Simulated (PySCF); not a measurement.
IRb, triplet, at the geometry of the source list (a higher spin typed on purpose: for a closed-shell molecule this is an excited state) (core potentials on I, Rb). Base run: TPSS/def2-SV(P) (PySCF).

Input for PySCF:
```python
from pyscf import gto, scf, dft

mol = gto.M(
    atom='''
Rb   -1.08960000   -0.77400000   -0.92830000
I     1.08960000    0.77400000    0.92830000
''',
    basis='def2-sv(p)',
    ecp={'I': 'def2-sv(p)', 'Rb': 'def2-sv(p)'},
    spin=2,
    verbose=4,
)

mf = dft.UKS(mol)
mf.xc = 'tpss'
mf.kernel()
mf.analyze()
```

Each row names what was changed in the base input (with any setting that the change needs).

| change | ΔE vs base (mEh) | dipole (D) | outcome |
|---|---|---|---|
| base | 0.000 | 2.13 | converged |
| auxbasis = cc-pvqz-jkfit | - | - | input refused |
| auxbasis = cc-pvdz-jkfit | - | - | input refused |
| auxbasis = def2-tzvp-ri | - | - | input refused |
| auxbasis = even-tempered beta=2.0 | -0.219 | 2.13 | converged |
| auxbasis = default (with mf = mf.density_fit()) | -0.071 | 2.14 | converged |
| auxbasis = def2-svp-ri | - | - | input refused |
| auxbasis = def2-universal-jkfit | -0.011 | 2.13 | converged |
| auxbasis = cc-pvtz-jkfit | - | - | input refused |
| auxbasis = even-tempered beta=3.0 | -74.267 | 2.18 | converged |

A fitting set is made for a task (jfit for Coulomb, jkfit for Coulomb and exchange, ri for correlation) and for a family of orbital bases.

Open shells are given as the SCF converged; they aren't shown to be the lowest states, and a large step between rows can be another state.

- auxbasis = cc-pvqz-jkfit: ended with `pyscf.lib.exceptions.BasisNotFoundError: Basis set not found for Rb in cc-pvqz-jkfit`
- auxbasis = cc-pvdz-jkfit: ended with `pyscf.lib.exceptions.BasisNotFoundError: Basis set not found for Rb in cc-pvdz-jkfit`
- auxbasis = def2-tzvp-ri: ended with `pyscf.lib.exceptions.BasisNotFoundError: Basis set not found for Rb in def2-tzvp-ri`
